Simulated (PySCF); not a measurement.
Species: C₆H₁₂, net charge 0, singlet state. SMILES: C(/C=C\CC)C
Geometry from a B3LYP-D3(BJ)/def2-TZVP (Ansatz) optimisation:
```xyz
18

C      2.7611    -0.2245    -0.0421
C      1.4339     0.0940    -0.7403
C      0.5363     0.9440     0.1078
C     -0.6451     0.6169     0.6274
C     -1.3936    -0.6722     0.4680
C     -2.7115    -0.4876    -0.2933
H      2.5900    -0.8024     0.8679
H      3.4212    -0.8000    -0.6940
H      3.2843     0.6915     0.2411
H      1.6457     0.6272    -1.6736
H      0.9373    -0.8349    -1.0236
H      0.9251     1.9351     0.3297
H     -1.1553     1.3679     1.2260
H     -1.6143    -1.0770     1.4618
H     -0.7802    -1.4188    -0.0380
H     -3.3498     0.2478     0.2014
H     -2.5248    -0.1337    -1.3088
H     -3.2660    -1.4260    -0.3546
```

Dispersion corrections to the total energy (kcal/mol) from the dftd3 and dftd4 libraries through PySCF: D3(BJ) without and D4 with the three-body term, each with the damping fitted for the functional named.

```
functional  D3(BJ)      D4
----------  ------  ------
r2SCAN       -2.54   -2.16
PBE0         -7.30   -6.65
BP86        -12.70       …
TPSS        -10.61  -10.62
PBE              …   -7.88
HF          -63.50  -29.09
LC-wPBE          …   -8.64
```

What belongs in the gaps?


- BP86, D4: -10.28
- PBE, D3(BJ): -8.59
- LC-wPBE, D3(BJ): -7.73
